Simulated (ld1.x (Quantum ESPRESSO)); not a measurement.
## Plane-wave convergence, TM potential for W

tungsten, norm-conserving Troullier–Martins (Kleinman–Bylander form), made with ld1.x (Quantum ESPRESSO) 7.5 (LDA (PZ), scalar-relativistic). Core [Xe] 4f14, reference 5d5 6s1 6p0. Waves: 6p (bound, empty): rc 3.70 bohr; 5d (bound): rc 1.60 bohr; 6s (bound): rc 2.15 bohr. Local part: the s channel. Core correction: a·sin(br)/r model core inside 1.65 bohr.

The pseudo-atom Hamiltonian at the reference potential is diagonalised in spherical Bessel functions j_l(qr) that vanish at 20 bohr, with q² up to the cutoff. All-electron valence levels (Ry): 6p -0.0921, 5d -0.2589, 6s -0.3948.

Task: How do the lowest levels (Ry) of each channel move with the cutoff, and are there ghosts?

Result:

| cutoff (Ry) | p #1 | d #1 | d #2 | s #1 | f #1 | f #2 | Σ f·Δε (mRy) |
| --- | --- | --- | --- | --- | --- | --- | --- |
| 8 | -0.0920 | 0.0072 | 0.0789 | -0.3800 | 0.1087 | 0.2295 | 1345.4 |
| 15 | -0.0921 | -0.1554 | 0.0628 | -0.3921 | 0.1087 | 0.2295 | 520.1 |
| 21 | -0.0921 | -0.2420 | 0.0608 | -0.3930 | 0.1087 | 0.2295 | 86.0 |
| 35 | -0.0921 | -0.2586 | 0.0606 | -0.3945 | 0.1087 | 0.2295 | 1.6 |
| 45 | -0.0921 | -0.2587 | 0.0606 | -0.3946 | 0.1087 | 0.2295 | 1.2 |
| 60 | -0.0921 | -0.2589 | 0.0605 | -0.3947 | 0.1087 | 0.2295 | 0.1 |
| 400 | -0.0921 | -0.2589 | 0.0605 | -0.3948 | 0.1087 | 0.2295 | 0.0 |

Result: no extra level below or beside the all-electron valence levels (p, d, s, f tested); 10 mRy is reached at 30 Ry and 1 mRy at 50 Ry.

Its largest configuration-test error is -1081 meV.
